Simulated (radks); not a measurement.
Problem. Species: neutral niobium. Configuration: [Kr] 4d4 5s1 (the NIST ground configuration). Calculated with a radial shooting solver on a logarithmic mesh with Libxc functionals: scalar-relativistic Kohn-Sham, PBE, spin-polarised, spherical densities, finite nucleus; open shells are filled with parallel spins first (spin-orbit coupling, left out, can overturn this in heavy ions); Fermi nuclear charge, rms radius 4.324 fm. Some entries of the table are withheld. Estimate them.

orbital  occ.  eigenvalue (eV)  r(max) (bohr)
1s up       1        -18807.36        0.02349
1s down     1        -18807.36        0.02349
2s up       1        -2630.290         0.1332
2s down     1        -2629.974         0.1332
2p up       3        -2348.542         0.1064
2p down     3        -2348.307         0.1064
3s up       1        -438.3873         0.3956
3s down     1        -438.2103         0.3956
3p up       3        -346.2972         0.3893
3p down     3        -346.1003         0.3894
3d up       5        -195.7981         0.3345
3d down     5        -195.4969         0.3347
4s up       1         -58.6833          1.034
4s down     1         -56.7447          1.029
4p up       3              (1)          1.128
4p down     3              (2)          1.119
5s up       1          -4.4776          3.016
4d up       4          -3.7132          1.510

Solution. 
(1) 4p up eigenvalue (eV): -34.9525
(2) 4p down eigenvalue (eV): -32.7149
